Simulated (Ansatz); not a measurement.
C₂H₅ClO₂Si, SMILES `O=COC[SiH2]Cl` at its PBE0-D4/def2-TZVP geometry, where that method's forces vanish. Charge 0, multiplicity 1.

```xyz
11

O     1.2983   -0.9057    1.5788
C     1.7172   -0.8163    0.4618
O     0.9795   -0.6680   -0.6363
C    -0.4409   -0.6213   -0.4328
Si   -1.0613    1.1035    0.0175
Cl   -0.9172    2.3163   -1.6356
H     2.7790   -0.8472    0.1804
H    -0.7286   -1.3274    0.3515
H    -0.8828   -0.9434   -1.3769
H    -0.2525    1.7097    1.0953
H    -2.4906    0.9998    0.3964
```

(1) What forces (eV/Å) does PBE-D4/def2-TZVPP give on these atoms in Ansatz? (An estimate is asked.)

Answers

(1) The calculation gave: 
```
O1  -0.398 -0.107  1.223
C2   0.587  0.011 -0.350
O3   0.101  0.067 -0.824
C4  -0.281  0.032  0.039
Si5 -0.035 -0.009  0.069
Cl6  0.019  0.168 -0.218
H7   0.253 -0.004 -0.110
H8  -0.075 -0.145  0.177
H9  -0.096 -0.059 -0.194
H10  0.090  0.064  0.131
H11 -0.165 -0.017  0.056
```
